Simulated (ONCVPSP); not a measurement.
**Varying the ONCV potential for neodymium (Nd)**

Base potential:

| Property | Result |
| --- | --- |
| Element | neodymium |
| Generator | ONCVPSP 4.0.1 |
| Type | optimised norm-conserving Vanderbilt (ONCV) |
| Functional | PBE |
| Relativity | scalar-relativistic |
| Frozen core | [Kr] 4d10 4f3 |
| Valence charge | 11 |
| Reference configuration | 5s2 5p6 5d1 6s2 |
| Partial waves | 5s+6s: rc 2.05 bohr, ncon 4, nbas 8, qcut 5.3 1/bohr, 2 projectors; 5p: rc 1.70 bohr, ncon 4, nbas 9, qcut 5.7 1/bohr, 1 projector; 5d: rc 3.05 bohr, ncon 4, nbas 9, qcut 6.1 1/bohr, 3 projectors, debl 3.6 Ha |
| Local potential | polynomial inside 1.55 bohr (lpopt 4, dvloc0 1 Ha) |
| Core correction | Teter function fitted to the true core (icmod 2), fcfact 0.25 |

All-electron outer shells of the reference configuration (PBE, scalar-relativistic, ld1.x):

```tsv
shell	level (eV)	outermost node (bohr)	outermost maximum (bohr)
5s	-43.70	0.72	1.31
5p	-24.67	0.77	1.48
4f	-6.90	–	0.65
6s	-3.87	1.74	3.60
5d	-2.92	0.87	2.08
```

Cutoffs, loose and tight: the cutoffs (Ha) at which the residual kinetic energy of the hardest occupied pseudo-wave falls to 1 and 0.1 mHa per electron. They do not see the model core or the augmentation charge, which bear on the density cutoff. Test errors are all-electron minus pseudo excitation energies from the reference, over the configurations 5s2 5p6 5d1 6s1; 5s2 5p6 5d1 6s0; 5s2 5p6 5d0 6s0; 5s2 5p6 5d1 6s1 6p1. A dash means not determined; rows that change the core or the reference have their own tests.

A true bound ghost makes a file unfit for plane-wave use even where its test errors are small: the radial tests pick states by their node count and pass the ghost by.

| change | outcome | cutoff, loose | cutoff, tight | bound ghosts | GHOST(+) flags above zero | largest test error (meV) |
| --- | --- | --- | --- | --- | --- | --- |
| base | generated | 15 Ha | 39 Ha | none | s | -47 |
| d: rc 2.3 | generated | 15 Ha | 39 Ha | none | s | -44 |
| d: rc 2.66 | generated | 15 Ha | 39 Ha | none | s | -45 |
| d: rc 3.16 | generated | 15 Ha | 39 Ha | none | s | -47 |
| d: rc 3.4 | generated | 15 Ha | 39 Ha | none | s | -45 |

**Question.** What comes out with this change to the base: d: rc 4.44?

**Answer.** outcome: generated; cutoff, loose: 15 Ha; cutoff, tight: 39 Ha; bound ghosts: none; GHOST(+) flags above zero: s, d; largest test error (meV): -351.

**Question.** What comes out with this change to the base: d: rc 3.98?

**Answer.** outcome: generated; cutoff, loose: 15 Ha; cutoff, tight: 39 Ha; bound ghosts: d; GHOST(+) flags above zero: s; largest test error (meV): -143.

Reading the sweep of the d radius (base included, trends over the rows without a ghost): The loose cutoff stays near 15 Ha. The median size of the test errors (rows with all tests solved) rises from 10.2 meV at 2.3 to 32.4 meV at 4.44 bohr. More of the atom is replaced by a form fitted at one configuration, so other configurations suffer as the radius grows. Bound ghosts are found at 3.98 bohr.
